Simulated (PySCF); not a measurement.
**Adding and removing an electron: SI**

LDA; PySCF, scalar-relativistic core potentials, basis sets S cc-pV(D+d)Z, I cc-pVDZ-PP with ECP28. Neutral (UKS): doublet (π ↑), Re = 2.322 Å, ωe = 409 cm⁻¹, De = 3.30 eV, HOMO -5.41 eV, LUMO -5.56 eV.

SI⁺ (UKS): triplet (π ↑↑), Re = 2.242 Å, ωe = 465 cm⁻¹, De = 4.93 eV to S⁺ + I. The energies at the minima are -692.09169 hartree for SI and -691.76629 for SI⁺.

Task: Work out the adiabatic ionisation energy, without and with harmonic zero-point energies (1 hartree = 27.2114 eV, 1 eV = 8065.5 cm⁻¹), and the change of the bond length.

Result: At LDA: 0.32540 hartree = 8.855 eV between the minima; the zero-point term (465.0 − 409.0)/2 cm⁻¹ = +0.003 eV makes it 8.858 eV. Re changes by -8.0 pm against the neutral. The electron leaves a π orbital, and the shorter bond of the ion fits an antibonding orbital, or a change in how ionic the bond is.

Spin–orbit coupling is left out, which matters for elements this heavy, above all for dissociation energies. For an ion De counts to the pair picked by the measured ionisation energies or electron affinities, which need not be the lowest pair at this level. Counting both spins, an empty level lies below a filled one in some of these solutions, because spin and occupation are held. States were picked by a PBE0 search and need not be the measured ground states.
